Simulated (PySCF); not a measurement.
Species: C8H17BO.
Atom-mapped SMILES: `[CH3:1][B:2]([CH3:3])[C@@H:4]1[CH2:5][CH2:6][CH2:7][O:8][CH2:9][CH2:10]1`

NICS = −σ at a ghost point: NICS(0) at the centroid of the ring atoms, NICS(1) 1 Å to either side along the normal of their mean plane, zz for the tensor component along that normal. Level: GIAO KT3/pcSseg-1 (PySCF, non-relativistic, gas phase) on the PBE0-D3(BJ)/def2-SVP geometry, one conformer.

Ring bond lengths (Å): C4–C5 1.536, C5–C6 1.529, C6–C7 1.529, C7–O8 1.401, O8–C9 1.402, C9–C10 1.524, C10–C4 1.539.

Q: Give the NICS values of each ring in ppm.

A: 
```
                 ring                                             type  NICS(0)  NICS(1), two faces  NICS(1)zz, two faces  rms pucker (Å)  centre to ring atoms, mean (Å)
C4–C5–C6–C7–O8–C9–C10  7-membered ring with O; formal bonds all single     -2.4         -2.0 / -1.6             2.6 / 2.0            0.31                            1.61
```

Q: What can be read from them?

A: 
- C4–C5–C6–C7–O8–C9–C10: mean NICS(1)zz 2.3 ppm, near zero. C4, C5, C6, C7, C9, C10 have four or more neighbours, and the NICS criterion for π rings isn't applied.

Q: What is the mean of the two in-plane components of NICS at the second NICS(1) probe listed for ring C4–C5–C6–C7–O8–C9–C10, 1 Å off the ring?

A: The isotropic value is a third of the trace: (3 × -1.6 − (2.0))/2 = -3.4 ppm.

Q: List the ring angles.

A: 
- C4–C5–C6–C7–O8–C9–C10: C4 113.7°, C5 113.5°, C6 114.5°, C7 115.3°, O8 117.0°, C9 111.3°, C10 115.4°; sum 800.6° against 900° for a flat convex ring.

Q: How do the values depend on the level or the medium?

A: 
```
                             level  NICS(0), C4–C5–C6–C7–O8–C9–C10  mean NICS(1)zz, C4–C5–C6–C7–O8–C9–C10
                 KT3/pcSseg-1, gas                            -2.4                                    2.3
                PBE0/pcSseg-1, gas                            -2.5                                    2.5
 PBE0/pcSseg-1, IEF-PCM chloroform                            -2.5                                    2.5
PBE0/pcSseg-1, IEF-PCM cyclohexane                            -2.5                                    2.5
```

The geometry is the same throughout; the continuum's cavity takes Bondi-type radii × 1.2.

On one thread, Arm Neoverse N1 (shared host), this took 2.7 min wall, 2.4 min CPU. This is the whole shielding run at KT3/pcSseg-1, SCF included.
